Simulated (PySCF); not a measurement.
# Unknown compound

An unknown has the formula C₇H₆NP. Its calculated NMR data are:

¹H NMR (400 MHz, computed): δ 9.20 (m, 1H), 9.18 (m, 1H), 8.40 (m, 1H), 2.88 (s, 3H).

¹³C{¹H} NMR (computed): δ 165.0, 162.3, 152.6, 144.0, 124.6, 117.4, 28.5.

[PySCF 2.14: coordinates at the GFN2-xTB level; GIAO PBE0/pcSseg-1 shieldings; no solvent model; relativity neglected; one computed conformer; averaged over atoms made equivalent by symmetry, fast rotation or ring inversion]

Shifts are taken against calculated references (same method and geometry level): ¹H and ¹³C vs TMS.

Propose a structure and justify it.

Results:


1. 7 carbon signals for 7 carbons: no two carbons are equivalent.
2. Carbon types of the structure: 3 × C, 3 × CH, 1 × CH3, which accounts for all hydrogens.
3. δC 165.0, 162.3, 144.0: aromatic CH.
4. δC 152.6, 117.4: substituted aromatic carbon.
5. δC 124.6: nitrile carbon; this is the usual window of a C≡N carbon, which has no attached hydrogen.
6. δC 28.5: methyl carbon on an aromatic ring; aliphatic region, no heteroatom directly attached.
7. δH 9.20, 9.18, 8.40: hydrogen on an aromatic CH; the ring current deshields protons in the ring plane.
8. δH 2.88: hydrogen on a methyl carbon on an aromatic ring; benzylic-type position, deshielded by the ring.

The compound is `InChI=1S/C7H6NP/c1-6-5-9-3-2-7(6)4-8/h2-3,5H,1H3`.

The shifts were computed for this structure.

Splittings by ³¹P in the carbon and heteronuclear signals aren't shown, as no couplings were computed. Shifts are as computed. Against solution values, carbons near 30 ppm lie about +3 ppm off and those near 130 ppm about +5 ppm. Of 1211 compounds with measured shifts, 218 miss one by over three times the rms of a fit or turn the order of signals round; such compounds aren't used in these exercises. No couplings were computed; multiplicities are counted from neighbouring protons, with m where these are inequivalent, close in shift, in a saturated or five-membered ring or joined by F or P, and br s for small geminal =CH2 splittings.
